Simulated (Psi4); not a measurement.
C$_{2}$H, doublet (typed; the unrestricted solution is spin-contaminated), at a GFN2-xTB geometry, with bond 2-1 at 1.6 times its length; PBE/6-31G in Psi4.

The Psi4 input:
```
memory 2 GB

molecule mol {
0 2
C    -0.000000   -0.000000   -0.468661
C     0.000000    0.000000    1.438430
H    -0.000000   -0.000000   -1.527659
}

set {
  basis 6-31g
  reference uks
  scf_initial_accelerator none
}

energy('pbe')
print_variables()
```

Write the output that Psi4 gives for this input, abridged.


```
   => Loading Basis Set <=

    Name: 6-31G
    Role: ORBITAL
    Keyword: BASIS

         ---------------------------------------------------------
                                   SCF
               by Justin Turney, Rob Parrish, Andy Simmonett
                          and Daniel G. A. Smith
                              UKS Reference
         ---------------------------------------------------------

  ==> Geometry <==

    Molecular point group: c2v
    Full point group: C_inf_v

    Geometry (in Angstrom), charge = 0, multiplicity = 2:

       Center              X                  Y                   Z               Mass
    ------------   -----------------  -----------------  -----------------  -----------------
         C            0.000000000000     0.000000000000    -0.872439217661    12.000000000000
         C            0.000000000000     0.000000000000     1.034651782339    12.000000000000
         H            0.000000000000     0.000000000000    -1.931437217661     1.007825032230

  Running in c2v symmetry.

  Rotational constants: A = ************  B =      0.65493  C =      0.65493 [cm^-1]
  Rotational constants: A = ************  B =  19634.37964  C =  19634.37964 [MHz]
  Nuclear repulsion =   14.057866004743087

  Charge       = 0
  Multiplicity = 2
  Electrons    = 13
  Nalpha       = 7
  Nbeta        = 6

  ==> Algorithm <==

  SCF Algorithm Type is DF.
  DIIS enabled.
  MOM disabled.
  Fractional occupation disabled.
  Guess Type is SAD.
  Energy threshold   = 1.00e-06
  Density threshold  = 1.00e-06
  Integral threshold = 1.00e-12

  ==> Primary Basis <==

  Basis Set: 6-31G
    Blend: 6-31G
    Number of shells: 12
    Number of basis functions: 20
    Number of Cartesian functions: 20
    Spherical Harmonics?: false
    Max angular momentum: 1

  ==> DFT Potential <==

   => LibXC <=

    Version 7.1.2
    S. Lehtola, C. Steigemann, M. J. T. Oliveira, and M. A. L. Marques,  SoftwareX 7, 1–5 (2018) (10.1016/j.softx.2017.11.002)

   => Composite Functional: PBE <=

    PBE GGA Exchange-Correlation Functional

    J.P. Perdew et. al., Phys. Rev. Lett., 77(18), 3865-3868, 1996

    Deriv               =              1
    GGA                 =           TRUE
    Meta                =          FALSE

    Exchange Hybrid     =          FALSE
    MP2 Hybrid          =          FALSE

   => Exchange Functionals <=

    1.0000     XC_GGA_X_PBE

   => Correlation Functionals <=

    1.0000     XC_GGA_C_PBE

   => LibXC Density Thresholds  <==

    XC_GGA_C_PBE:  1.00E-12
    XC_GGA_X_PBE:  1.00E-15

   => Molecular Quadrature <=

    Radial Scheme          =       TREUTLER
    Pruning Scheme         =           NONE
    Nuclear Scheme         =       TREUTLER

    Blocking Scheme        =         OCTREE
    BS radius alpha        =              1
    Pruning alpha          =              1
    Radial Points          =             75
    Spherical Points       =            302
    Total Points           =          64353
    Total Blocks           =            539
    Max Points             =            255
    Max Functions          =             20
    Weights Tolerance      =       1.00E-15

   => Loading Basis Set <=

    Name: (6-31G AUX)
    Role: JKFIT
    Keyword: DF_BASIS_SCF

  ==> Integral Setup <==

  SCF_SUBTYPE=INCORE selected. In-core MEM_DF algorithm will be used.
  Using in-core AOs.

  ==> MemDFJK: Density-Fitted J/K Matrices <==

    J tasked:                   Yes
    K tasked:                    No
    wK tasked:                   No
    Algorithm:                 Core
    Schwarz Cutoff:           1E-12
    Mask sparsity (%):       0.0000
    Fitting Condition:        1E-10

   => Auxiliary Basis Set <=

  Basis Set: (6-31G AUX)
    Blend: CC-PVDZ-JKFIT
    Number of shells: 57
    Number of basis functions: 187
    Number of Cartesian functions: 187
    Spherical Harmonics?: false
    Max angular momentum: 3

  Minimum eigenvalue in the overlap matrix is 2.4927467425E-02.
[...]

   @DF-UKS iter SAD:   -75.61409744693803   -7.56141e+01   0.00000e+00
   @DF-UKS iter   1:   -76.19685811393454   -5.82761e-01   3.51567e-02 DIIS
   @DF-UKS iter   2:   -74.32677487237552    1.87008e+00   1.05921e-01 DIIS
   @DF-UKS iter   3:   -76.18319715614679   -1.85642e+00   3.11771e-02 DIIS
   @DF-UKS iter   4:   -76.32015535185022   -1.36958e-01   3.08950e-03 DIIS
   @DF-UKS iter   5:   -76.31325923275752    6.89612e-03   8.44027e-03 DIIS
   @DF-UKS iter   6:   -76.31808850106056   -4.82927e-03   5.59709e-03 DIIS
   @DF-UKS iter   7:   -76.32123861069857   -3.15011e-03   2.97547e-03 DIIS
   @DF-UKS iter   8:   -76.32268963198756   -1.45102e-03   1.47439e-03 DIIS
   @DF-UKS iter   9:   -76.32357247574615   -8.82844e-04   4.94006e-04 DIIS
   @DF-UKS iter  10:   -76.32383634100992   -2.63865e-04   2.56116e-04 DIIS
   @DF-UKS iter  11:   -76.32384806638638   -1.17254e-05   8.70527e-05 DIIS
   @DF-UKS iter  12:   -76.32385164004153   -3.57366e-06   6.55814e-06 DIIS
   @DF-UKS iter  13:   -76.32385177200290   -1.31961e-07   1.09550e-06 DIIS
   @DF-UKS iter  14:   -76.32385177244390   -4.41005e-10   2.09628e-07 DIIS
  Energy and wave function converged.

  ==> Post-Iterations <==

   Electrons on quadrature grid:
      Nalpha   =    6.9999997179 ; deviation = -2.821e-07
      Nbeta    =    5.9999997451 ; deviation = -2.549e-07
      Ntotal   =   12.9999994629 ; deviation = -5.371e-07

   @Spin Contamination Metric:   3.579331183E-01
   @S^2 Expected:                7.500000000E-01
   @S^2 Observed:                1.107933118E+00
   @S   Expected:                5.000000000E-01
   @S   Observed:                5.000000000E-01

    Orbital Energies [Eh]
    ---------------------

    Alpha Occupied:

[...]
       1B1    -0.215462

    Alpha Virtual:

[...]
      12A1     0.985104

    Beta Occupied:

[...]
    Beta Virtual:

[...]
    Final Occupation by Irrep:
             A1    A2    B1    B2
    DOCC [     5,    0,    1,    0 ]
    SOCC [     0,    0,    0,    1 ]
    NA   [     5,    0,    1,    1 ]
    NB   [     5,    0,    1,    0 ]

  @DF-UKS Final Energy:   -76.32385177244390

   => Energetics <=

    Nuclear Repulsion Energy =             14.0578660047430866
    One-Electron Energy =                -129.6063725772041266
    Two-Electron Energy =                  49.9425369375633466
    DFT Exchange-Correlation Energy =     -10.7178821375462068
    Empirical Dispersion Energy =           0.0000000000000000
    VV10 Nonlocal Energy =                  0.0000000000000000
    Total Energy =                        -76.3238517724439021

  UHF NO Occupations:
  HONO-2 :    5 A1 1.9944188
  HONO-1 :    1 B1 1.8087475
  HONO-0 :    1 B2 1.0000000
  LUNO+0 :    2 B1 0.1912525
  LUNO+1 :    6 A1 0.0055812
  LUNO+2 :    7 A1 0.0004295
  LUNO+3 :    8 A1 0.0000077

Computation Completed

Properties will be evaluated at   0.000000,   0.000000,   0.000000 [a0]

Properties computed using the SCF density matrix

 Multipole Moments:

 ------------------------------------------------------------------------------------
     Multipole            Electronic (a.u.)      Nuclear  (a.u.)        Total (a.u.)
 ------------------------------------------------------------------------------------

 L = 1.  Multiply by 2.5417464519 to convert [e a0] to [Debye]
 Dipole X            :          0.0000000            0.0000000            0.0000000
 Dipole Y            :          0.0000000            0.0000000            0.0000000
 Dipole Z            :          1.1788959           -1.8106634           -0.6317676
 Magnitude           :                                                    0.6317676

 ------------------------------------------------------------------------------------

  Variable Map:
  ----------------------------------------------------------------------------
[...]
  Array Variable Map:
  ----------------------------------------------------------------------------
[...]
[...]
```
